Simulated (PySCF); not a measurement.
**One molecule, many inputs**

Molecule: `C1C(=CC(=O)[O-])C1`, [C$_{5}$H$_{5}$O$_{2}$]-; geometry GFN2-xTB.

Bonds (- single, = double, # triple, : aromatic): O1=C2 1.237 Å, C2-O3 1.241 Å, C2-C4 1.563 Å, C4=C5 1.307 Å, C5-C6 1.477 Å, C6-C7 1.519 Å, C7-C5 1.463 Å. C4 carries H8; C6 carries H9, H10; C7 carries H11, H12. Formal charges: O3 -1.

Total charge -1.

All runs: PySCF 2.14.0 with density-fitted response routines, non-relativistic, gas phase unless a solvent (IEF-PCM) is named; grid level 2, GIAOs and SCF threshold 1e-9 unless changed. The yardstick, B3LYP/pcJ-1 (without the spin–dipole term), gives these couplings (Hz, equivalent pairs averaged; isotopes ¹³C, ¹H, ¹⁷O): ¹J(C7,H11) 165.0, ¹J(C5,C6) 22.5, ²J(O3,C4) -14.7, ²J(H11,H12) -10.1, ²J(C5,H8) 4.0, ³J(C7,H8) 9.9, ³J(H9,H12) 5.3.

(1) What do these inputs give? (1) solvent tetrahydrofuran; LDA/aug-pcSseg-1; level_shift 0.2; (2) OLYP/MINI

(2) Comment on the technical settings and failures.

Answers

(1) 
```tsv
run	outcome	functions	wall time	¹J(C7,H11)	¹J(C5,C6)	²J(O3,C4)	²J(H11,H12)	²J(C5,H8)	³J(C7,H8)	³J(H9,H12)
1	converged	227	12 s	145.9	30.9	-13.2	-6.7	3.0	6.1	4.2
2	converged	40	5.1 s	82.7	9.3	-9.6	-8.5	-3.7	5.0	-0.1
```

Times are on 1 thread of an Arm Neoverse V1, shared host.

(2) 
- Run 1: The functional and orbital basis and medium differ from the yardstick's, which in itself moves the values. The level shift changes the path of the SCF (13 cycles), not the solution, provided the same state is reached.
- Run 2: The functional and orbital basis differ from the yardstick's, which in itself moves the values. With 40 functions the basis is far too small for magnetic properties.

Run 2 was set up unsoundly or failed; its numbers aren't to be quoted as properties of the molecule.

Bases without tight s functions (all but pcJ-n, the -J sets and IGLO) misjudge the contact term, by up to a factor of two.
